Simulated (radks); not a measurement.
Task: Excited configurations of Kr2+: one electron is placed in a higher orbital outside [Ar] 3d10 4s2 4p3. The ground configuration is [Ar] 3d10 4s2 4p4. Calculated with a radial shooting solver on a logarithmic mesh with Libxc functionals: scalar-relativistic Kohn-Sham, PBE, spin-polarised, spherical densities, point nucleus; open shells are filled with parallel spins first. Excitation = E - E(ground); binding = E(ion) - E, where the ion is the core of charge +3; n* = 3/sqrt(2 binding) in atomic units, and the quantum defect is n - n*.

outer orbital  excitation (eV)  binding (eV)     n*  quantum defect  eigenvalue (eV)  <r> (bohr)
4f                      27.018         8.378  3.823           0.177           -6.554       5.265
5s                      17.379        18.017  2.607           2.393          -15.242       3.571
5d                      25.876         9.520  3.586           1.414           -7.996       5.768
6s                      25.739         9.657  3.561           2.439           -8.343       6.628
7d                      31.278         4.119  5.453           1.547           -3.565       14.61

Estimate the row for 6p.

Result: excitation (eV) 27.213; binding (eV) 8.183; n* 3.868; quantum defect 2.132; eigenvalue (eV) -7.022; <r> (bohr) 7.537. The Delta-SCF ionisation energy is 35.396 eV (NIST Atomic Spectra Database: 35.84 eV, measured). Self-interaction in the functional shifts the binding energies and quantum defects, so they are the method's values and not measured ones. Open shells are spherical and high-spin; term and fine-structure splittings are not resolved.
